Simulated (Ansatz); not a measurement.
Reaction (ligand exchange at the Si–F bond): `F[SiH](Cl)Cl` + `O[SiH2]O` → `O[SiH2]O[SiH](Cl)Cl` + H–F

Gas-phase electronic energies from Ansatz, PBE0-D4/def2-TZVP geometries. CBS: MP2 limit from def2 TZ/QZ plus the TZ coupled-cluster correction, frozen cores. This one scheme is used for every species. DFT in def2-TZVPP. B3LYP here is the variant with VWN-RPA as its local correlation; programs differ in this. One conformer a species, not always the lowest.

`F[SiH](Cl)Cl`:

Z-matrix (Å, degrees):
```
Si
F 1 1.581
Cl 1 2.024 2 108.4
Cl 1 2.024 2 108.4 3 119.6
H 1 1.467 2 109.1 3 -120.2
```

`O[SiH2]O`:

```xyz
7

O    -0.189    0.529   -1.337
Si    0.213   -0.376   -0.028
O    -0.270    0.283    1.397
H    -1.120    0.631   -1.540
H    -0.460   -1.695   -0.054
H     1.688   -0.478   -0.106
H     0.138    1.106    1.668
```

`O[SiH2]O[SiH](Cl)Cl`:

Cartesian coordinates in Å:
```
O 1.624 1.522 -0.232
Si 1.286 0.193 0.653
O -0.338 -0.085 0.727
Si -1.623 -0.463 -0.162
Cl -1.332 0.181 -2.086
Cl -1.892 -2.480 -0.199
H 1.451 1.497 -1.175
H 1.915 -1.018 0.074
H 1.743 0.479 2.025
H -2.833 0.173 0.375
```

H–F:

```xyz
2

F     0.426   -0.156   -0.074
H    -0.426    0.156    0.074
```

```json
{"species": "`F[SiH](Cl)Cl`", "B3LYP energy (Eh)": "-1310.64086"}
{"species": "`O[SiH2]O`", "B3LYP energy (Eh)": "-442.54764"}
{"species": "`O[SiH2]O[SiH](Cl)Cl`", "B3LYP energy (Eh)": "-1652.68509"}
{"species": "H–F", "B3LYP energy (Eh)": "-100.49272"}
```

(1) Work out ΔE.

Largest T1 diagnostic among the species: 0.011.

## Answers

(1) ΔE = (-1652.68509) + (-100.49272) − (-1310.64086) − (-442.54764) = 0.01069 Eh = +6.7 kcal/mol. CCSD(T)/CBS gives +3.0 kcal/mol.

In def2-TZVPP, CCSD(T) changes the Hartree–Fock value by −1.8 kcal/mol (the triples alone add −0.3 kcal/mol) and MP2 by −2.3 kcal/mol. From PBE to PBE0 (25 % exact exchange), in def2-TZVPP and without D4, ΔE moves by −1.2 kcal/mol.
